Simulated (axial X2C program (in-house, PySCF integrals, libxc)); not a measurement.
# Ionising NiN

All values come from calculations with an in-house all-electron X2C program for linear molecules (integrals from PySCF), spin-free (one-electron X2C) or two-component (2c: spin–orbit coupling with atomic mean-field Coulomb and Gaunt terms, which also bring small scalar terms), in Dyall basis sets with cores contracted in-house; open shells are unrestricted.

Basis sets: N dyall-av3z, Ni dyall-cv3z.

```csv
Hamiltonian,level,NiN state,Re (Å),ωe (cm⁻¹),De (eV)
spin-free,TPSS,"M_S = 3/2, Λ = 0",1.603,843.4,3.37
2c,TPSS,Ω = 3/2,1.603,842.3,n/a
```

Adiabatic ionisation energy (minimum to minimum, no zero-point term) and constants of NiN⁺:

```csv
Hamiltonian,level,NiN⁺ state,IE (eV),Re (Å),ωe (cm⁻¹),De (eV),fragments
spin-free,TPSS,"M_S = 2, Λ = 2",9.74,1.753,615.8,1.61,Ni+ + N
2c,TPSS,Ω = 4,9.66,1.753,615.6,n/a,Ni+ + N
```

**Question.** Add the zero-point terms to the ionisation energy at TPSS, 2c, and say whether the electron removed was bonding.

**Answer.** IE0 = IE + (ωe⁺ − ωe)/2 = 9.66 + (-0.014) = 9.65 eV. Re changes by 0.150 Å, so the bond lengthens, as on loss of a bonding electron.

Each entry is the lowest single determinant of a limited PBE0 search at one distance. De goes to single-determinant-based atoms at the same level (for ions the charge split of lowest energy) and is withheld (n/a) where an atom does not fit its ground term or J level. Main or longest-lived isotopes. One determinant is a doubtful description, or other states lie close, for NiN, NiN⁺; these need not be ground states, and all values refer to the states named. Some open-shell Ω = 0 determinants are out of reach, so the Ω given for NiN⁺ need not be the lowest component. With several unpaired electrons the Ω given is that of one determinant, not necessarily of the lowest component. The functionals have no current term, which raises determinants with orbital currents.
